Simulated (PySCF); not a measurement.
Where the electron goes

C8H8N2.
SMILES with atom numbers: `[CH2:1]=[CH:2][CH2:3][c:4]1[cH:5][cH:6][c:7]([C:8]#[N:9])[nH:10]1` (hydrogens: H11, H12 on C1; H13 on C2; H14, H15 on C3; H16 on C5; H17 on C6; H18 on N10)

Computed with TDDFT PBE0/def2-SVPD, vertical, gas phase, core orbitals frozen in the response in PySCF 2.14.0, density-fitted response routines. Geometry: PBE0-D3(BJ)/def2-SVP, one conformer, isolated molecule. Torsions of this conformer, `[CH2:1]=[CH:2][CH2:3][c:4]1[cH:5][cH:6][c:7]([C:8]#[N:9])[nH:10]1`: C1–C2–C3–C4 114°, C2–C3–C4–C5 138°.

Kohn–Sham orbitals with the atoms that hold most of them (Löwdin shares over 4%, at most four atoms; ? is withheld):

```json
{"orbital": "HOMO-3", "ε (eV)": "-9.62", "atoms": "N9 48%, C8 38%, C7 5%"}
{"orbital": "HOMO-2", "ε (eV)": "-8.26", "atoms": "C1 37%, C2 35%, C3 7%"}
{"orbital": "HOMO-1", "ε (eV)": "-7.85", "atoms": "C6 26%, N10 26%, C5 25%, C7 6%"}
{"orbital": "HOMO", "ε (eV)": "?", "atoms": "?"}
{"orbital": "LUMO", "ε (eV)": "-0.79", "atoms": "?"}
{"orbital": "LUMO+1", "ε (eV)": "-0.40", "atoms": "C1 33%, C2 32%, H11 6%, H12 6%"}
{"orbital": "LUMO+2", "ε (eV)": "0.31", "atoms": "N9 15%, C8 14%, H18 12%, C1 10%"}
```

**Question.** Give the leading atoms of the LUMO.

**Answer.** N9 (bonded to C) 16%; C8 (bonded to C and N) 14%; C6 (bonded to 2 C and H) 14%; C7 (bonded to 2 C and N) 13%. By element: carbon 40% or more, nitrogen 16% or more.

**Question.** Give the leading atoms of the HOMO.

**Answer.** C7 (bonded to 2 C and N) 22%; C4 (bonded to 2 C and N) 21%; C5 (bonded to 2 C and H) 13%; N9 (bonded to C) 12%. By element: carbon 55% or more, nitrogen 12% or more.

**Question.** What is the HOMO energy, and the HOMO–LUMO gap?

**Answer.** ε(HOMO) = -6.65 eV; the gap is 5.86 eV (0.2155 hartree).

**Question.** How does S1 compare with the orbital gap of 5.86 eV?

**Answer.** S1 is at 5.28 eV (f = 0.217), 0.58 eV below the gap, made of HOMO→LUMO (52%), HOMO→LUMO+1 (45%). 

Next come S2 at 5.41 eV (f 0.213), HOMO→LUMO+1 (52%), HOMO→LUMO (41%); S3 at 5.59 eV (f 0.0046), HOMO→LUMO+2 (72%), HOMO→LUMO+3 (24%); S4 at 6.11 eV (f 0.015), HOMO-1→LUMO (70%), HOMO→LUMO+4 (14%); S5 at 6.18 eV (f 0.0025), HOMO→LUMO+3 (60%), HOMO→LUMO+2 (22%), HOMO→LUMO+4 (9%).

Löwdin shares depend on the basis, the more so with diffuse functions.
